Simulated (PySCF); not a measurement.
**Gas-phase thermal properties of SiHI3**

Computed with PySCF (xtb for GFN2) and rigid-rotor harmonic-oscillator thermochemistry at 1 bar. The comparison is the NASA 1993 polynomial table, which mixes measured and estimated data. All species are closed-shell singlets. I: scalar-relativistic def2 core potential, no spin-orbit coupling. The harmonic model lacks anharmonicity and excited electronic states, which grow with temperature; levels with a mode under 35 cm⁻¹ are left out. Soft modes under 120 cm⁻¹ make the harmonic entropy rough for SiHI3. The table's entry may be an old estimate for SiHI3 (not checked at source).

```tsv
level	point group	σ	ZPE (kJ/mol)	S°298 (J/mol/K)	Cp298 (J/mol/K)	S°1000 (J/mol/K)	H1000 − H298 (kJ/mol)
table	-	-	-	375.0	83.9	488.7	67.1
GFN2-xTB	C3v	3	30.9	377.9	83.9	491.4	67.0
PBE/def2-SVP	C3v	3	29.2	378.7	84.6	492.8	67.3
PBE0/def2-TZVP	C3v	3	30.4	376.3	83.7	489.7	67.0
```
σ: rotational symmetry number. Electronic degeneracy used: 1. Frequencies are unscaled.
